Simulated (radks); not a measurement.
Values are calculated unless marked as measured or tabulated.
Problem. Kr, 36 electrons, occupied as [Kr]. Level of theory: Dirac Kohn-Sham, HCTH/407, spin-unpolarised, spherical densities, finite nucleus; Fermi nuclear charge, rms radius 4.1884 fm (a radial shooting solver on a logarithmic mesh with Libxc functionals). Some entries of the table are withheld. Estimate them.

| orbital | occ. | eigenvalue (hartree) | <1/r> (bohr^-1) | <r> (bohr) |
|---|---|---|---|---|
| 1s1/2 | 2 | -519.9102 | 36.74 | (1) |
| 2s1/2 | 2 | -68.58816 | (2) | 0.1832 |
| 2p1/2 | 2 | (3) | 8.199 | 0.1573 |
| 2p3/2 | 4 | (4) | 7.914 | 0.1613 |
| 3s1/2 | 2 | -9.75112 | 2.717 | 0.5296 |
| 3p1/2 | 2 | -7.42876 | 2.603 | (5) |
| 3p3/2 | 4 | -7.13677 | 2.535 | (6) |
| 3d3/2 | 4 | -3.07962 | 2.291 | 0.5508 |
| 3d5/2 | 6 | -3.03125 | 2.273 | 0.5547 |
| 4s1/2 | 2 | -0.85655 | 0.8526 | 1.567 |
| 4p1/2 | 2 | -0.36370 | 0.6997 | 1.903 |
| 4p3/2 | 4 | -0.34006 | 0.6811 | 1.952 |

Solution. 
(1) 1s1/2 <r> (bohr): 0.04151
(2) 2s1/2 <1/r> (bohr^-1): 8.228
(3) 2p1/2 eigenvalue (hartree): -62.04048
(4) 2p3/2 eigenvalue (hartree): -60.06169
(5) 3p1/2 <r> (bohr): 0.5324
(6) 3p3/2 <r> (bohr): 0.5428
